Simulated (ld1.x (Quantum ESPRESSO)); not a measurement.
# oxygen ultrasoft: all-electron and pseudo phase curves

```json
{"Element": "O (Z = 8)", "Generator": "ld1.x (Quantum ESPRESSO) 7.5", "Type": "ultrasoft", "Functional": "PBE", "Relativity": "non-relativistic", "Frozen core": "[He]", "Valence charge": "6", "Reference configuration": "2s2 2p4", "Partial waves": "2s (bound): rcut 0.60, rcutus 0.75 bohr; 2s channel at -1.15 Ry: rcut 0.60, rcutus 0.75 bohr; 2p (bound): rcut 1.95, rcutus 2.20 bohr; 2p channel at -0.35 Ry: rcut 1.95, rcutus 2.20 bohr", "Local potential": "all-electron potential smoothed inside 1.55 bohr (lloc = -1)", "Core correction": "none", "Augmentation charge": "built from norm-conserving waves at rcut, not smoothed further"}
```

The phase is arctan(r·u′/u) with u = r·R(r), unwrapped; energies in Ry, scanned from -4 to 5 Ry. A pole is an energy at which the radial function vanishes at the test radius. The pseudo phase is shifted by a multiple of π to meet the all-electron one at the reference energy, and phase errors are pseudo minus all-electron; the curves can meet again beyond the range given. Levels narrower than the energy grid can be missing from the lists of poles.

Problem. For each channel, where are the poles, and over which energies does the pseudopotential scatter like the atom?

Solution.

```csv
channel,radius (bohr),reference energy (Ry),"poles, all-electron","poles, pseudo",unbroken range about the reference energy with phases within 0.05 rad,phase error 1 Ry above the reference energy (rad)
s,2.40,-1.76,"-1.58, 4.74","-1.58, 4.75",the whole range,+0.000
p,2.40,-0.66,"-0.41, 4.90","-0.41, 2.93",below 0.5,-0.028
```

Phases in the s channel:

| E (Ry) | all-electron | pseudo |
| --- | --- | --- |
| -4.00 | 1.341 | 1.341 |
| -3.76 | 1.331 | 1.331 |
| -3.52 | 1.319 | 1.319 |
| -3.28 | 1.305 | 1.305 |
| -3.04 | 1.286 | 1.286 |
| -2.80 | 1.260 | 1.260 |
| -2.56 | 1.221 | 1.221 |
| -2.32 | 1.148 | 1.148 |
| -2.08 | 0.936 | 0.936 |
| -1.84 | -0.679 | -0.679 |
| -1.60 | -1.555 | -1.555 |
| -1.36 | -1.702 | -1.702 |
| -1.12 | -1.770 | -1.770 |
| -0.88 | -1.817 | -1.817 |
| -0.64 | -1.859 | -1.859 |
| -0.40 | -1.901 | -1.901 |
| -0.16 | -1.949 | -1.949 |
| 0.08 | -2.006 | -2.006 |
| 0.32 | -2.081 | -2.081 |
| 0.56 | -2.184 | -2.184 |
| 0.80 | -2.334 | -2.334 |
| 1.04 | -2.566 | -2.566 |
| 1.28 | -2.920 | -2.919 |
| 1.52 | -3.371 | -3.370 |
| 1.76 | -3.778 | -3.778 |
| 2.00 | -4.059 | -4.058 |
| 2.24 | -4.239 | -4.238 |
| 2.48 | -4.358 | -4.357 |
| 2.72 | -4.441 | -4.441 |
| 2.96 | -4.502 | -4.502 |
| 3.20 | -4.549 | -4.549 |
| 3.44 | -4.587 | -4.586 |
| 3.68 | -4.617 | -4.617 |
| 3.92 | -4.644 | -4.643 |
| 4.16 | -4.667 | -4.666 |
| 4.40 | -4.687 | -4.686 |
| 4.64 | -4.705 | -4.705 |
| 4.88 | -4.722 | -4.722 |
